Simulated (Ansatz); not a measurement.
`OB1NB(S)O1`, relaxed with RKS PBE0-D4/def2-TZVP in Ansatz 0.2.0 from a PBE-D4/def2-SVP geometry. The force threshold is 0.005 eV/Å; the program also tests the step.

Total charge 0; spin multiplicity 1.

Start:

```xyz
9

O    -0.615    2.272    0.121
B    -0.251    0.969    0.065
N    -0.432   -0.137   -0.865
B     0.333   -0.810    0.159
S     0.933   -2.504    0.339
O     0.504    0.278    1.053
H    -1.130    2.544   -0.659
H    -0.864   -0.356   -1.755
H     1.521   -2.257    1.542
```

```json
{"step": "1", "energy (eV)": "-17818.3662", "largest force (eV/Å)": "0.667", "largest move (Å)": "0.000"}
{"step": "2", "energy (eV)": "-17818.3945", "largest force (eV/Å)": "0.243", "largest move (Å)": "0.020"}
{"step": "3", "energy (eV)": "-17818.3987", "largest force (eV/Å)": "0.050", "largest move (Å)": "0.008"}
{"step": "4", "energy (eV)": "-17818.3989", "largest force (eV/Å)": "0.032", "largest move (Å)": "0.004"}
{"step": "5", "energy (eV)": "-17818.3990", "largest force (eV/Å)": "0.030", "largest move (Å)": "0.009"}
{"step": "6", "energy (eV)": "-17818.3991", "largest force (eV/Å)": "0.020", "largest move (Å)": "0.003"}
{"step": "7", "energy (eV)": "-17818.3991", "largest force (eV/Å)": "0.004", "largest move (Å)": "0.002"}
```

End:

```xyz
9

O    -0.616    2.257    0.109
B    -0.255    0.963    0.059
N    -0.426   -0.141   -0.854
B     0.332   -0.805    0.163
S     0.930   -2.488    0.339
O     0.493    0.281    1.041
H    -1.123    2.550   -0.651
H    -0.850   -0.359   -1.731
H     1.515   -2.258    1.525
```

Run time 25 s (4 threads of an Arm Neoverse V2 on a shared host); peak host memory 0.55 GiB.
